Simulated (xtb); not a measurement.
Zr(Cl)2(NH2)(Me) (CH5Cl2NZr), SMILES [CH3][Zr]([NH2])([Cl])[Cl], multiplicity 1. All values are semi-empirical tight-binding results from xtb (GFN2-xTB unless named), good for trends rather than for accurate numbers. Geometry optimised at GFN2-xTB. The spin state was assumed, not searched. The structure was generated by enumeration; whether it is a known compound was not checked. One conformer was computed; it need not be the lowest.

For metal compounds this method's bond lengths and energies can be far off.

Computed properties:
* **orbital gap**: 2.40 eV
* **zero-point energy**: 35.7 kcal/mol
* **G − E(el) at 298.15 K (modified RRHO)**: 12.1 kcal/mol
